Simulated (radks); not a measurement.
Valence configurations of Ti I (all share [Ar]). Method: Dirac Kohn-Sham, PBE, spin-unpolarised, spherical densities, finite nucleus; open shells are shared between the two j in proportion to 2j + 1; Fermi nuclear charge, rms radius 3.5921 fm; computed with a radial shooting solver on a logarithmic mesh with Libxc functionals. Energies are relative to 3d2 4s2; eigenvalues in eV.

valence          E (eV)  e(3d3/2)  e(3d5/2)  e(4p1/2)  e(4p3/2)  e(4s1/2)
3d2 4s2           0.000    -4.288    -4.241         -         -    -4.467
3d3 4s1           1.106    -1.938    -1.901         -         -    -3.729
3d2 4s1.5 4p0.5   1.519    -4.920    -4.873    -1.806    -1.778    -4.864
3d2 4s1 4p1       3.076    -5.515    -5.468    -2.095    -2.065    -5.224
3d4               3.309    -1.044    -1.013         -         -         -
3d3.5 4p0.5       3.382    -1.806    -1.772    -1.379    -1.361         -
3d1 4s2 4p1       4.672    -9.357    -9.300    -2.593    -2.552    -6.221
3d2 4p2           6.287    -6.625    -6.577    -2.606    -2.573         -
3d1 4s1 4p2       8.391   -10.496   -10.438    -3.084    -3.040    -6.833
3d1 4p3          12.225   -11.559   -11.500    -3.520    -3.472         -

NIST lists [Ar] 3d2 4s2 as the ground configuration; this level of theory agrees among the configurations tried. The energies are those of spherical spin-averaged densities, not of single terms.
